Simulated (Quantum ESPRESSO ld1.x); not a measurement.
Values are calculated unless marked as measured or tabulated.
Question: The mean radii <r> (bohr) of the occupied orbitals of an atom or ion are listed with their occupations. Level of theory: Dirac Kohn-Sham, LDA (Slater exchange, Perdew-Zunger correlation), spin-unpolarised, spherical densities, point nucleus (ld1.x of Quantum ESPRESSO 7.5).

| orbital | occ. | <r> |
|---|---|---|
| 1s1/2 | 2 | 0.08106 |
| 2s1/2 | 2 | 0.3679 |
| 2p1/2 | 1.33333 | 0.3233 |
| 2p3/2 | 2.66667 | 0.3254 |

Name the element and its charge. Open shells, if any, are shared by 2j + 1.

Answer: Z = 19, potassium, charge +11: K11+ in [He] 2s2 2p4. The 1s radius gives Z: for a bare nucleus <r> = (2 gamma + 1)/(2Z) with gamma = sqrt(1 - (Z/c)^2), 0.07844 bohr for Z = 19, and screening makes it slightly larger (0.08106 here). The occupations add up to 8, and the charge is Z minus that.
